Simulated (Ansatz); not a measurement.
Basis sets compared for K6S3. The state is a singlet with charge 0. Geometry r2SCAN-D4/def2-SVP. Ansatz on 4 threads of Arm Neoverse N1 on a shared host; times are rough, and most runs start from earlier orbitals.

```xyz
9

K    -1.491   -3.875    1.772
K    -2.163    0.014   -0.505
K     1.475    0.116   -1.648
K     2.463   -3.703    0.617
K     0.698   -0.035    2.265
K    -0.373    4.976   -0.815
S    -0.675    2.274   -1.926
S    -0.006    2.249    0.189
S     0.072   -2.016    0.051
```

The restricted singlet is unstable towards broken spin symmetry in Hartree–Fock (as tested in another run); at PBE-D4/def2-SVP, PBE-D4/def2-TZVP, PBE-D4/def2-TZVPD, PBE0-D4/def2-SVP and others this wasn't settled. The structure comes from a short search, and lower isomers may exist.

Binding counts from free atoms (K doublet, S triplet) in the same basis, without a counterpoise term.

```
                         level  functions  energy (Eh)  HOMO (eV)  LUMO (eV)  binding per atom (eV)  wall time
               PBE-D4/def2-SVP        198   -4791.7576      -1.95      -1.69                   2.06       14 s
PBE-D4/def2-TZVP (with forces)        309   -4792.6311      -1.92      -1.65                   2.03       27 s
              PBE0-D4/def2-SVP        198   -4792.1456      -2.10      -1.29                   2.00       20 s
             PBE0-D4/def2-TZVP        309   -4793.0061      -2.09      -1.23                   1.97       43 s
```

(1) Estimate the rows for PBE-D4/def2-TZVPD, PBE0-D4/def2-TZVPD.

Results:

(1) 
```json
{"level": "PBE-D4/def2-TZVPD", "functions": "354", "energy (Eh)": "-4792.6338", "HOMO (eV)": "-1.94", "LUMO (eV)": "-1.66", "binding per atom (eV)": "2.03", "wall time": "33 s"}
{"level": "PBE0-D4/def2-TZVPD", "functions": "354", "energy (Eh)": "-4793.0082", "HOMO (eV)": "-2.10", "LUMO (eV)": "-1.26", "binding per atom (eV)": "1.97", "wall time": "57 s"}
```
